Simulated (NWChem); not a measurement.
The numbers come from NWChem runs, not from measurements. System: I₂, charge 0, spin multiplicity 1, at the geometry of a parent with another charge or spin, in a state set for the comparison that need not be this species' ground state. Level: B3LYP/x2c-SVPall-2c, spin-orbit ZORA, VWN1-RPA local correlation.

Job file:

```
start mol
memory heap 200 mb stack 900 mb global 1100 mb
geometry units angstroms nocenter noautoz noautosym
  I      0.000000     0.000000     1.689068
  I      0.000000     0.000000    -1.689068
end
basis spherical
  * library x2c-svpall-2c
end
relativistic
  zora on
end
dft
  xc b3lyp
  semidirect memsize 60000000 filesize 0
  iterations 100
  grid fine
end
task sodft energy
```

Part of the output:

```
             Northwest Computational Chemistry Package (NWChem) 7.3.0
             --------------------------------------------------------

                                NWChem Input Module
                                -------------------

 Scaling coordinates for geometry "geometry" by  1.889725989
 (inverse scale =  0.529177249)

                             Geometry "geometry" -> ""
                             -------------------------

 Output coordinates in angstroms (scale by  1.889725989 to convert to a.u.)

  No.       Tag          Charge          X              Y              Z
 ---- ---------------- ---------- -------------- -------------- --------------
    1 I                   53.0000     0.00000000     0.00000000     1.68906800
    2 I                   53.0000     0.00000000     0.00000000    -1.68906800

 Effective nuclear repulsion energy (a.u.)     440.0234012012

            Nuclear Dipole moment (a.u.)
            ----------------------------
        X                 Y               Z
 ---------------- ---------------- ----------------
     0.0000000000     0.0000000000     0.0000000000


 Summary of "ao basis" -> "" (spherical)
 ------------------------------------------------------------------------------
       Tag                 Description            Shells   Functions and Types
 ---------------- ------------------------------  ------  ---------------------
 *                       x2c-svpall-2c                on all atoms

                                 NWChem DFT Module
                                 -----------------

 Summary of "ao basis" -> "ao basis" (spherical)
 ------------------------------------------------------------------------------
       Tag                 Description            Shells   Functions and Types
 ---------------- ------------------------------  ------  ---------------------
 I                       x2c-svpall-2c              18       50   6s8p4d

 Summary of "ao basis" -> "ao basis" (spherical)
 ------------------------------------------------------------------------------
       Tag                 Description            Shells   Functions and Types
 ---------------- ------------------------------  ------  ---------------------
 I                       x2c-svpall-2c              18       50   6s8p4d

            General Information
            -------------------
          SCF calculation type: DFT
          Wavefunction type:  closed shell.
          No. of atoms     :     2
          No. of electrons :   106
           Alpha electrons :    53
            Beta electrons :    53
          Charge           :     0
          Spin multiplicity:     1
          Use of symmetry is: off; symmetry adaption is: off
          Maximum number of iterations: 100
          AO basis - number of functions:   100
                     number of shells:    36
          Convergence on energy requested:  1.00D-06
          Convergence on density requested:  1.00D-05
          Convergence on gradient requested:  5.00D-04

              XC Information
              --------------
                         B3LYP Method XC Potential
                     Hartree-Fock (Exact) Exchange  0.200
                        Slater Exchange Functional  0.800 local
                    Becke 1988 Exchange Functional  0.720 non-local
              Lee-Yang-Parr Correlation Functional  0.810
                  VWN I RPA Correlation Functional  0.190 local

             Grid Information
             ----------------
[...]
  Bfn.         Coefficient        Function           Bfn.         Coefficient        Function
  ----     -------------------  ------------         ----     -------------------  ------------
   122    -0.029062   0.288029  1 I  px               123     0.288029   0.029061  1 I  py
   172     0.029060  -0.288013  2 I  px               173    -0.288013  -0.029060  2 I  py
   119    -0.021616   0.214235  1 I  px               120     0.214235   0.021616  1 I  py
   169     0.021615  -0.214223  2 I  px               170    -0.214223  -0.021614  2 I  py
   113     0.020775  -0.205900  1 I  px               114    -0.205900  -0.020775  1 I  py

 Vector  107  Occ=0.000000D+00  E=-2.034412D-01
              MO Center=  1.0D-08, -2.3D-10,  1.6D-06, r^2= 2.7D-01
  Bfn.         Coefficient        Function           Bfn.         Coefficient        Function
  ----     -------------------  ------------         ----     -------------------  ------------
   124    -0.491976   0.033412  1 I  pz               174    -0.491972   0.033412  2 I  pz
   121    -0.361586   0.024557  1 I  pz               171    -0.361584   0.024557  2 I  pz
   115     0.336004  -0.022819  1 I  pz               165     0.336002  -0.022819  2 I  pz
   112    -0.136608   0.009278  1 I  pz               162    -0.136606   0.009277  2 I  pz
    22    -0.121227   0.008233  1 I  px                23     0.008233   0.121227  1 I  py

 Vector  108  Occ=0.000000D+00  E=-2.034412D-01
              MO Center=  7.8D-10,  7.3D-09,  1.3D-05, r^2= 4.7D+00
  Bfn.         Coefficient        Function           Bfn.         Coefficient        Function
  ----     -------------------  ------------         ----     -------------------  ------------
    24     0.493109   0.000000  1 I  pz                74     0.493105   0.000000  2 I  pz
    21     0.362419   0.000000  1 I  pz                71     0.362417   0.000000  2 I  pz
    15    -0.336778  -0.000000  1 I  pz                65    -0.336776  -0.000000  2 I  pz
    12     0.136922  -0.000000  1 I  pz                62     0.136921   0.000000  2 I  pz
   122    -0.121507   0.000000  1 I  px               123     0.000000  -0.121507  1 I  py

 Vector  109  Occ=0.000000D+00  E= 1.914117D-01
              MO Center=  2.2D-10, -1.8D-10,  3.5D-09, r^2= 3.2D-04
  Bfn.         Coefficient        Function           Bfn.         Coefficient        Function
  ----     -------------------  ------------         ----     -------------------  ------------
   155    -1.207323   1.005448  2 I  s                105    -1.207308   1.005435  1 I  s
   156     1.034109  -0.861197  2 I  s                106     1.034094  -0.861185  1 I  s
   154     0.407195  -0.339108  2 I  s                104     0.407190  -0.339104  1 I  s
   143     0.109538  -0.091222  1 I  d  0             193     0.109537  -0.091222  2 I  d  0
   153    -0.087467   0.072841  2 I  s                103    -0.087466   0.072841  1 I  s

   alpha - beta orbital overlaps
   -----------------------------

   alpha      1      2      3      4      5      6      7      8      9     10
    beta      1      2      3      4      5      5      7      8      9     10
 overlap   1.171  1.530  1.849  2.045  0.973  0.268  1.293  1.293  1.291  1.623

   alpha     11     12     13     14     15     16     17     18     19     20
    beta     11     12     13     14     15      7      8      9     22     23
 overlap   1.623  1.614  1.429  1.429  1.318  0.017  0.017  0.017  0.317  0.317

   alpha     21     22     23     24     25     26     27     28     29     30
    beta     24     22     23     24     13     14     15      7      8      9
 overlap   0.144  0.390  0.390  0.170  0.031  0.031  0.025  0.056  0.056  0.058

   alpha     31     32     33     34     35     36     37     38     39     40
    beta     31     32     33     34     35     36     37     38     39     40
 overlap   1.155  1.154  1.154  1.154  1.155  1.133  1.133  1.133  1.133  1.133

   alpha     41     42     43     44     45     46     47     48     49     50
    beta     36     37     38     39     40     36     37     38     39     40
 overlap   0.021  0.022  0.021  0.022  0.021  0.017  0.016  0.016  0.016  0.017

   alpha     51     52     53     54     55     56     57     58     59     60
    beta     51     52     53     54     55     55     57     58     59     60
 overlap   1.171  1.530  1.849  2.045  0.973  0.268  1.293  1.293  1.291  1.623

   alpha     61     62     63     64     65     66     67     68     69     70
    beta     61     62     63     64     65     57     58     59     72     73
 overlap   1.623  1.614  1.429  1.429  1.318  0.017  0.017  0.017  0.317  0.317

   alpha     71     72     73     74     75     76     77     78     79     80
    beta     74     72     73     74     63     64     65     57     58     59
 overlap   0.144  0.390  0.390  0.170  0.031  0.031  0.025  0.056  0.056  0.058

   alpha     81     82     83     84     85     86     87     88     89     90
    beta     81     82     83     84     85     86     87     88     89     90
 overlap   1.155  1.154  1.154  1.154  1.155  1.133  1.133  1.133  1.133  1.133

   alpha     91     92     93     94     95     96     97     98     99    100
    beta     86     87     88     89     90     86     87     88     89     90
 overlap   0.021  0.022  0.021  0.022  0.021  0.017  0.016  0.016  0.016  0.017

     --------------------------
     Expectation value of S2:
     --------------------------
      <S2> =      0.2295 (Exact =     0.0000)

     Multipole analysis of the density
     ---------------------------------

     L   x y z        total         alpha         beta         nuclear
     -   - - -        -----         -----         ----         -------
     0   0 0 0     -0.000000    -53.000000    -53.000000    106.000000

     1   1 0 0     -0.000000     -0.000000     -0.000000      0.000000
     1   0 1 0      0.000000      0.000000      0.000000      0.000000
     1   0 0 1      0.000068      0.000034      0.000034      0.000000

     2   2 0 0    -41.595727    -20.797863    -20.797863      0.000000
     2   1 1 0      0.000000      0.000000      0.000000      0.000000
     2   1 0 1     -0.000000     -0.000000     -0.000000      0.000000
     2   0 2 0    -41.595727    -20.797863    -20.797863      0.000000
     2   0 1 1     -0.000000     -0.000000     -0.000000      0.000000
     2   0 0 2    -35.621864   -557.778666   -557.778666   1079.935469

 Task  times  cpu:       23.5s     wall:       23.5s

 Total times  cpu:       23.6s     wall:       23.6s
```
